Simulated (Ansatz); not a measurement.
```xyz
3

Cl   -0.0223   -0.0001   -2.1482
Mg    0.0181   -0.0171    0.0434
Cl    0.0282    0.0080    2.2335
```

Basis set: def2-TZVP (spherical functions). Frozen core: 11 orbitals. Charge 0, multiplicity 1.

Computed with Ansatz (development build ahead of 0.2.0); each method stands on the lowest determinant of its kind that the runs found. Restricted open shells among the atoms or ions are ROHF, correlated in semicanonical orbitals with singles.

The atomization energy at this shape (free ground-state atoms in the same class of orbitals less the molecule, no zero-point energy) of singlet MgCl2:

| method | atomization energy |
| --- | --- |
| RHF | 6.83 eV |

Question: What does RHF-MP2 give?

Answer: 8.20 eV.
